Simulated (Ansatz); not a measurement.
Species: methyltin tribromide, CH3Br3Sn, charge 0, multiplicity 1. 
Structure (B3LYP-D3(BJ)/def2-TZVP (Ansatz, a quantum-chemistry and plane-wave program) minimum search):
```
Sn
C 1 2.1397
H 2 1.0872 1 108.06
H 2 1.0872 3 110.85 1 -118.23
H 2 1.0872 3 110.85 4 -123.54
Br 1 2.4876 2 111.25 3 -60.00
Br 1 2.4876 2 111.25 3 60.00
Br 1 2.4876 2 111.25 3 180.00
```
Charge 0, spin multiplicity 1.

Wanted: vertical triplet-singlet gap (E(triplet) - E(singlet); each state is the SCF solution reached for its spin; the molecule has degenerate orbitals, so one determinant may break the symmetry), in kcal/mol. Correlated levels leave the core frozen unless marked. UHF or UKS for open shells. Spin-orbit coupling is left out. Frozen are the shells of the preceding noble gas and the d and f shells that filled before the atom's block. In def2 rows, elements after Kr have scalar-relativistic effective core potentials. CBS(X,Y): correlation extrapolated as X^-3; Hartree-Fock from the larger set.

```tsv
level	program	vertical triplet-singlet gap (kcal/mol)
HF/def2-QZVPPD	Ansatz	124.3
```

Problem. Predict the CCSD(T)/CBS(def2-TZVPPD,def2-QZVPPD) result (Ansatz).

Solution. 120.9 kcal/mol
